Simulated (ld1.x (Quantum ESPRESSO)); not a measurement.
What one change does to a pseudopotential (tellurium, PAW)

```
Element                 : tellurium (Te)
Generator               : ld1.x (Quantum ESPRESSO) 7.5
Type                    : PAW
Functional              : PBE
Relativity              : scalar-relativistic
Frozen core             : [Kr]
Valence charge          : 16
Reference configuration : 4d10 5s2 5p4
Partial waves           : 5s (bound): rcut 1.60, rcutus 2.20 bohr; 5s channel at -0.45 Ry: rcut 1.60, rcutus 2.20 bohr; 5p (bound): rcut 1.85, rcutus 2.00 bohr; 5p channel at 3.2 Ry: rcut 1.85, rcutus 2.00 bohr; 4d (bound): rcut 0.90, rcutus 1.10 bohr; 4d channel at -1.95 Ry: rcut 0.90, rcutus 1.10 bohr
Local potential         : all-electron potential smoothed inside 2.00 bohr (lloc = -2)
Core correction         : Bessel-smoothed model core inside 0.65 bohr
Augmentation charge     : PSQ, inside the norm-conserving radii
```

All-electron outer shells of the reference configuration (PBE, scalar-relativistic, ld1.x):

```csv
shell,level (eV),outermost node (bohr),outermost maximum (bohr)
4s,-164.39,0.38,0.70
4p,-114.41,0.38,0.74
4d,-41.65,0.36,0.81
5s,-15.11,0.91,1.80
5p,-5.95,1.00,2.17
```

Change: waves 5s (bound): rcut 1.60, rcutus 1.92 bohr; 5s channel at -0.45 Ry: rcut 1.60, rcutus 1.92 bohr.

Cutoffs: the cutoffs (Ry, on a coarse ladder) from which the occupation-weighted sum of valence levels, in a spherical-Bessel basis at the reference potential, stays within 10 and 1 mRy of its value at 400 Ry; they do not see the model core or the augmentation charge, which bear on the density cutoff. Errors are all-electron minus pseudo energies relative to the spin-unpolarised reference configuration.

Problem. What does the change do?

Solution. The potential gets neither clearly harder nor softer (140 Ry and 230 Ry → 140 Ry and 230 Ry); the d channel sets the loose cutoff, while the largest relative change is in s, which becomes harder; of the 7 tests that both files solve, the error grows in 2 and shrinks in 0 by more than 15 % and 0.3 meV (median size 15.3 → 16.2 meV); neither file shows a bound ghost.

```tsv
quantity	base	changed
cutoff, loose	140 Ry	140 Ry
cutoff, tight	230 Ry	230 Ry
loose cutoff by channel (10 mRy a level)	s 6 Ry, p 6 Ry, d 80 Ry	s 8 Ry, p 6 Ry, d 80 Ry
bound ghosts	none	none
error for 4d10 5s2 5p3, meV [ΔE 9.73 eV]	-2.3	-2.3
error for 4d10 5s2 5p2, meV [ΔE 27.65 eV]	-6.8	-7.0
error for 4d10 5s2 5p1, meV [ΔE 54.55 eV]	-15	-16
error for 4d10 5s1 5p4, meV [ΔE 19.57 eV]	-3.3	-3.3
error for 4d10 5s2 5p0, meV [ΔE 91.03 eV]	-32	-34
error for 4d9 5s2 5p5, meV [ΔE 38.26 eV]	-99	-127
error for 4d9 5s2 5p4, meV [ΔE 49.25 eV]	-102	-135
lowest overlap eigenvalue by channel	s 0.36, p 0.56, d 0.99	s 0.40, p 0.56, d 0.99
```
